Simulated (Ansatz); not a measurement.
Be₅Se₄⁺, relaxed as a doublet with UKS r2SCAN-D4/def2-SVP in Ansatz, starting from the GFN2-xTB geometry. Force threshold 0.02 eV/Å.

The relaxation made no stability test and no search for a lower SCF solution. The structure comes from a short search, and lower isomers may exist.

Start:

```xyz
9

Be   -0.295   -2.212    1.892
Be    1.850    0.579    1.554
Be   -0.513    1.903   -2.488
Be   -1.980   -1.397   -0.882
Be    1.063    2.715   -1.529
Se   -1.480    0.206   -1.894
Se    1.912    1.991    0.184
Se    1.223   -1.072    2.515
Se   -1.780   -2.713    0.648
```

```csv
step,energy (eV),largest force component (eV/Å),SCF passes
1,-263367.5989,1.440,63
2,-263368.5113,0.858,40
3,-263369.1170,0.503,32
4,-263369.4489,0.441,33
5,-263369.6906,0.505,34
6,-263369.8778,0.289,38
7,-263370.0065,0.208,38
8,-263370.0717,0.096,43
9,-263370.0831,0.046,37
10,-263370.0837,0.036,32
11,-263370.0841,0.002,29
```

Force components are those of the run's own axes.

End:

```xyz
9

Be   -0.149   -1.538    1.376
Be    1.915    0.721    1.472
Be   -0.660    1.095   -1.856
Be   -1.959   -1.179   -1.064
Be    0.948    1.882   -0.806
Se   -2.263    0.052   -2.644
Se    2.498    2.381    0.468
Se    1.401   -0.937    2.555
Se   -1.731   -2.478    0.500
```

By distances, no bond broke or formed. The bond that changes most is Be4–Se6, from 1.96 to 2.03 Å (atoms count from 1). The end is the same structure that another start reached.

No frequencies were taken in this run, so the end may be a saddle point.

Run time 51 s (4 threads of Intel Xeon 6975P-C on a shared host).
